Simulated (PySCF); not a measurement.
## A ladder of Hamiltonians for Cd³⁰⁺ (cadmium, charge +30)

Occupied: 1s1/2, 2s1/2, 2p1/2, 2p3/2, 3s1/2, 3p1/2, 3p3/2. Hartree-Fock calculated with PySCF 2.14 in an uncontracted even-tempered set (18 s from 2.1 bohr⁻², ratio 2.7; 13 p from 2.6 bohr⁻², ratio 2.7), Gaussian nucleus throughout. NR is non-relativistic, sf-X2C the spin-free one-electron X2C Hamiltonian, X2C adds the bare one-electron spin-orbit term, X2C-SNSO screens it by Boettger's factors, DC is four-component Dirac-Coulomb, and the Gaunt and Breit terms are added at first order (total energies over the DC spinors, levels after relaxing the spinors in that mean field). QED terms are absent. Levels marked empty are virtual spinors of this ion; the basis has s and p functions only, so 3d, which can lie below the n = 4 levels, is absent.

```
Hamiltonian  E (hartree)  E − E(DC) (hartree)  CPU seconds
         NR   -4824.6599             127.8079         0.18
     sf-X2C   -4950.0378               2.4300         0.14
        X2C   -4951.2742               1.1936         0.14
   X2C-SNSO   -4951.1704               1.2974         0.14
         DC   -4952.4678               0.0000          6.7
   DC+Gaunt   -4948.4688               3.9989           11
   DC+Breit   -4948.8554               3.6123           38
```

```tsv
level (eV)	NR	sf-X2C	X2C	X2C-SNSO	DC	DC+Gaunt	DC+Breit
1s1/2	-27484.4	-28342.7	-28340.7	-28340.9	-28363.0	-28302.4	-28306.7
2s1/2	-5313.5	-5534.4	-5533.8	-5533.8	-5536.3	-5530.5	-5530.9
2p1/2	-5053.3	-5116.5	-5258.3	-5252.0	-5252.8	-5243.1	-5244.1
2p3/2	-5053.3	-5116.5	-5051.6	-5054.3	-5056.3	-5049.4	-5050.4
3s1/2	-1952.2	-2012.6	-2012.5	-2012.5	-2013.0	-2011.8	-2011.9
3p1/2	-1846.8	-1868.8	-1901.4	-1900.0	-1900.1	-1897.9	-1898.2
3p3/2	-1846.8	-1868.8	-1853.7	-1854.3	-1854.7	-1853.2	-1853.5
4s1/2 (empty)	-941.78	-963.55	-963.52	-963.52	-963.70	-963.24	-963.30
4p1/2 (empty)	-905.56	-914.52	-925.47	-924.98	-925.04	-924.29	-924.40
4p3/2 (empty)	-905.56	-914.52	-909.50	-909.70	-909.83	-909.30	-909.41
```

```json
{"interval (eV)": "2p3/2 − 2p1/2", "X2C": "206.7", "X2C-SNSO": "197.8", "DC": "196.5", "DC+Gaunt": "193.7", "DC+Breit": "193.7"}
{"interval (eV)": "3p3/2 − 3p1/2", "X2C": "47.67", "X2C-SNSO": "45.61", "DC": "45.36", "DC+Gaunt": "44.72", "DC+Breit": "44.72"}
{"interval (eV)": "4p3/2 − 4p1/2", "X2C": "15.97", "X2C-SNSO": "15.28", "DC": "15.21", "DC+Gaunt": "14.99", "DC+Breit": "14.99"}
```

Weight of the small component: 1s1/2 0.0310, 2s1/2 0.00667, 2p1/2 0.00662, 2p3/2 0.00636, 3s1/2 0.00232, 3p1/2 0.00225, 3p3/2 0.00219, 4s1/2 0.00101, 4p1/2 0.000995, 4p3/2 0.000966.

Koopmans' value for the highest occupied level at DC+Breit: 1853.5 eV, against an ionisation energy of 1852 ± 5 eV (semi-empirical (NIST evaluation); NIST Atomic Spectra Database, ionization energies); the former lacks relaxation, correlation, QED and recoil.

The whole ladder took 58 s of wall time on 1 thread of AMD EPYC 9R45 96-Core Processor (shared host), launched as `OMP_NUM_THREADS=1 python relrun2.py TASK.json OUT` (a driver that calls PySCF for each Hamiltonian).
